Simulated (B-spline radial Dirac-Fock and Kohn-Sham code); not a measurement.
**Ag⁺: L3-M45M45 lines in intermediate coupling**

System: the Ag⁺ ion, 1s2 2s2 2p6 3s2 3p6 3d10 4s2 4p6 4d10, inside a Watson sphere of charge -1 and radius 2.2 Å (a model of the Madelung potential; inside it an electron's potential energy is raised by 6.5 eV).

Calculated with an atomic code on a B-spline grid, using ΔSCF Dirac-Fock with Breit, self-energy and vacuum polarisation, finite nucleus, configuration average. The two-hole levels come from diagonalising the Coulomb interaction among the jj configurations; intensities are independent-particle Coulomb rates. Kinetic energies are from the vacuum level. Electron correlation is not included.

| kinetic energy (eV) | J | leading jj holes (weight) | leading LS term (weight) | intensity (%) |
| --- | --- | --- | --- | --- |
| 2542.0 | 0 | M4M4 (0.75) | ¹S0 (0.87) | 1.3 |
| 2556.8 | 2 | M4M4 (0.76) | ¹D2 (0.53) | 4.0 |
| 2557.9 | 4 | M4M5 (0.92) | ¹G4 (0.97) | 56.5 |
| 2559.4 | 1 | M4M5 (1.00) | ³P1 (1.00) | 0.6 |
| 2560.4 | 0 | M5M5 (0.75) | ³P0 (0.87) | 0.6 |
| 2562.3 | 2 | M4M5 (0.66) | ³P2 (0.54) | 2.7 |
| 2566.6 | 3 | M4M5 (1.00) | ³F3 (1.00) | 7.6 |
| 2567.4 | 2 | M5M5 (0.86) | ¹D2 (0.46) | 10.3 |
| 2572.0 | 4 | M5M5 (0.92) | ³F4 (0.97) | 16.3 |

The strongest line, by its leading LS label ¹G4, lies at 2557.9 eV. The mean weight of the leading component is 0.85 in jj and 0.80 in LS coupling, so jj labels describe these levels better.
